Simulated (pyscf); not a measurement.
# HO–Sn(OH)(Cl)–Cl (SMILES [OH][Sn]([OH])([Cl])[Cl]), singlet

Gas-phase minimum from PySCF at ωB97X-D3(BJ)/def2-SVP, one conformer. 

```xyz
7

O     -0.4381     1.7215     0.4262
Sn    -1.0459    -0.0729    -0.0313
O      0.3128    -0.8290    -1.2175
Cl    -3.1118     0.0478    -1.0511
Cl    -1.2776    -1.3956     1.8507
H      0.4825     1.8592     0.1636
H      0.2008    -1.7745    -1.3808
```
Charge 0, spin multiplicity 1.

Bond lengths (Å): O1–Sn2 1.949, O1–H6 0.967, Sn2–O3 1.956, Sn2–Cl4 2.307, Sn2–Cl5 2.312, O3–H7 0.966. Angles (°): Sn2–O1–H6 111.4, O1–Sn2–O3 106.4, O1–Sn2–Cl4 109.6, O1–Sn2–Cl5 111.5, O3–Sn2–Cl4 112.0, O3–Sn2–Cl5 110.0, Cl4–Sn2–Cl5 107.5, Sn2–O3–H7 113.6.

Properties at ωB97X-D3(BJ)/def2-SVP:

```
Quantity                                                                                                                                                                                         Value
---------------------------------------------------------------------------------------------------------------------  -------------------------------------------------------------------------------
Harmonic wavenumbers, unscaled                                                                                         26, 112, 116, 148, 157, 173, 190, 399, 420, 661, 678, 848, 880, 3876, 3892 cm⁻¹
Zero-point energy                                                                                                                                                                        18.0 kcal/mol
Rotational symmetry number                                                                                                                                                                           1
Entropy of this conformer at 298 K and 1 atm, rigid rotor and harmonic oscillator, modes under 100 cm⁻¹ raised to 100                                                                  391.6 J/(mol K)
Dipole moment                                                                                                                                                                                   2.06 D
```

Single-point totals, which compare only within one level:

```
level                   total energy (hartree)
----------------------  ----------------------
ωB97X-D3(BJ)/def2-TZVP             -1286.69683
PBE/def2-TZVP                      -1286.04719
r²SCAN/def2-TZVP                   -1286.53256
B3LYP-D3(BJ)/def2-TZVP             -1286.69196
PBE0-D3(BJ)/def2-TZVP              -1286.12997
M06-2X/def2-TZVP                   -1286.43906
ωB97M-D3(BJ)/def2-TZVP             -1286.74989
```

The lowest mode is so soft that the shape along it may change with the basis. Soft torsions are taken as harmonic, which can shift the entropy by several J/(mol K). Elements past Kr carry the def2 core potentials, without spin-orbit coupling.
